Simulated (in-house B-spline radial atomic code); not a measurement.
# Ionising As with different functionals

Computed with a radial B-spline atomic code at the basis-set limit: non-relativistic Hamiltonian, point nucleus, spin-polarised at highest spin, spherical fractional occupations for the functionals, the average over the highest-spin determinants for Hartree-Fock. The ionisation energy is the difference of two self-consistent energies, [Ar] 3d10 4s2 4p3 → [Ar] 3d10 4s2 4p2, without Breit or QED terms; ε is the level of the shell that loses the electron (its least bound occupied spin orbital). There is no spin-orbit coupling in this Hamiltonian.

Hybrids are left out here: with spherical fractional occupations of an open shell their exact exchange keeps a self-interaction that integer-occupation calculations don't have.

```json
{"method": "Hartree-Fock", "rung": "Hartree-Fock", "ΔSCF (eV)": "9.55", "-ε(4p) (eV)": "10.07"}
{"method": "LDA VWN5", "rung": "LDA", "ΔSCF (eV)": "9.98", "-ε(4p) (eV)": "6.00"}
{"method": "LDA PW92", "rung": "LDA", "ΔSCF (eV)": "9.97", "-ε(4p) (eV)": "5.99"}
{"method": "LDA exchange-only", "rung": "LDA", "ΔSCF (eV)": "9.15", "-ε(4p) (eV)": "5.25"}
{"method": "PBE", "rung": "GGA", "ΔSCF (eV)": "?", "-ε(4p) (eV)": "?"}
{"method": "PBEsol", "rung": "GGA", "ΔSCF (eV)": "9.92", "-ε(4p) (eV)": "5.94"}
{"method": "BLYP", "rung": "GGA", "ΔSCF (eV)": "?", "-ε(4p) (eV)": "?"}
{"method": "RPBE", "rung": "GGA", "ΔSCF (eV)": "9.92", "-ε(4p) (eV)": "5.94"}
{"method": "PW91", "rung": "GGA", "ΔSCF (eV)": "9.97", "-ε(4p) (eV)": "5.99"}
{"method": "BP86", "rung": "GGA", "ΔSCF (eV)": "9.99", "-ε(4p) (eV)": "6.01"}
{"method": "AM05", "rung": "GGA", "ΔSCF (eV)": "9.88", "-ε(4p) (eV)": "5.91"}
{"method": "OLYP", "rung": "GGA", "ΔSCF (eV)": "9.77", "-ε(4p) (eV)": "5.76"}
{"method": "TPSS", "rung": "meta-GGA", "ΔSCF (eV)": "10.04", "-ε(4p) (eV)": "6.07"}
{"method": "SCAN", "rung": "meta-GGA", "ΔSCF (eV)": "10.30", "-ε(4p) (eV)": "6.35"}
{"method": "r2SCAN", "rung": "meta-GGA", "ΔSCF (eV)": "10.30", "-ε(4p) (eV)": "6.34"}
{"method": "M06-L", "rung": "meta-GGA", "ΔSCF (eV)": "9.89", "-ε(4p) (eV)": "6.05"}
{"method": "revTPSS", "rung": "meta-GGA", "ΔSCF (eV)": "10.06", "-ε(4p) (eV)": "6.09"}
```

(1) What does PBE give?

(2) What does BLYP give?

(3) How do they compare with the NIST value?

## Answers

(1) ΔSCF 9.93 eV, and -ε(4p) = 5.96 eV.

(2) ΔSCF 9.63 eV, and -ε(4p) = 5.63 eV.

(3) NIST lists 9.789 eV (measured, ground level to ground level). Errors run from -0.64 to +0.52 eV; OLYP is closest (-0.02 eV), but part of that can be cancellation, since the calculations leave out relativity, Breit-QED terms, multiplet and fine-structure energies. Hartree-Fock also lacks correlation.
